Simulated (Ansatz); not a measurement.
Computed with Ansatz on PBE0-D4/def2-TZVP structures; ΔE is electronic, products minus reactants. CCSD(T)/CBS is the MP2 limit (def2-TZVPP, def2-QZVPP) plus CCSD(T) − MP2 in def2-TZVPP, frozen cores. This one scheme is used for every species. DFT in def2-TZVPP. B3LYP here is the variant with VWN-RPA as its local correlation; programs differ in this. For Br outer-core shells are correlated without core-valence functions, which leaves a few kJ/mol of doubt a bond. Scalar relativity is left out up to krypton.

Consider the ligand exchange at the Si–C bond: `N#C[Si](F)(F)Cl` + HBr → `F[Si](F)(Cl)Br` + `C#N`.

| level | ΔE (kJ/mol) |
| --- | --- |
| r2SCAN-D4 | -62.6 |
| ωB97X-V | -62.6 |
| B2PLYP | -58.3 |
| BLYP | -54.1 |
| B3LYP | -57.2 |
| r2SCANh | -63.6 |
| CCSD(T)/def2-SVP | -50.6 |
| CCSD/CBS(def2) | -64.2 |

(1) What does CCSD(T)/CBS give? (Estimate.)

Largest T1 diagnostic among the species: 0.014.

Results:

(1) Computed: -63.7 kJ/mol. The listed levels differ from it by 1.1, 1.1, 5.4, 9.6, 6.5, 0.1, 13.1, -0.5 kJ/mol.

At CCSD(T), def2-SVP lies +13.2 kJ/mol from the extrapolated value and def2-TZVPP +7.5 kJ/mol. From BLYP to BHLYP (50 % exact exchange), in def2-TZVPP and without D4, ΔE moves by −5.8 kJ/mol. Leaving LDA and LC-ωPBE aside and taking each functional with its dispersion term where it has one, the values, not all of them listed here, spread over 8.0 kJ/mol, from r2SCAN0-D4 to BLYP-D4.
